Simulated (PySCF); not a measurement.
An unknown shows these calculated signals:

¹H NMR (400 MHz, computed): δ 8.36 (d, 2H), 7.41 (t, 1H), 7.06 (m, 2H), 3.16 (br, 2H), 1.22 (m, 1H), 0.64 (d, 6H).

¹³C{¹H} NMR (computed): δ 140.8 (CH), 130.0 (CH), 119.2 (CH), 25.8 (CH), 22.3 (CH3).

Theoretical values (PySCF): NMR shieldings at KT2/pcSseg-1/GIAO, geometry from PBE0-D3(BJ)/def2-SVP. Single conformer, fast rotation and ring inversion assumed for equivalent nuclei, non-relativistic, isolated molecule.

Chemical shifts δ = σref − σ; TMS for ¹H, ¹³C, all at this level.

Which of these does the molecule contain: an aldehyde, a heteroaromatic ring, a (CH3)2CH unit, an amide, an S-methyl group?

## Answers


- An aldehyde: no.
- A heteroaromatic ring: yes.
- A (CH3)2CH unit: yes (δC 22.3, 25.8; δH 0.64 (d), 1.22 (m)).
- An amide: no.
- An S-methyl group: no.

The data belong to SMILES [n+]1([BH2-]C(C)C)ccccc1, C8H14BN; they needn't prove each group on their own.

Carbon signals by region: 3 in the sp2 and nitrile region (100–160 ppm), 2 below 50 ppm.

Hydrogens on boron are broadened and split by ¹¹B (spin 3/2, 80 %) and 10B (spin 3). A carbon bonded to boron is broadened by the quadrupolar boron nucleus and is often missing from a measured spectrum. Shifts are as computed. Against solution values, carbons near 30 ppm lie about +2 ppm off and those near 130 ppm about -5 ppm. Of 1309 compounds with measured shifts, 239 miss one by over three times the rms of a fit or turn the order of signals round; such compounds aren't used in these exercises. Multiplicities follow the n + 1 count of equivalent neighbours, as no J values were calculated; m marks all less simple cases, F and P coupling included.
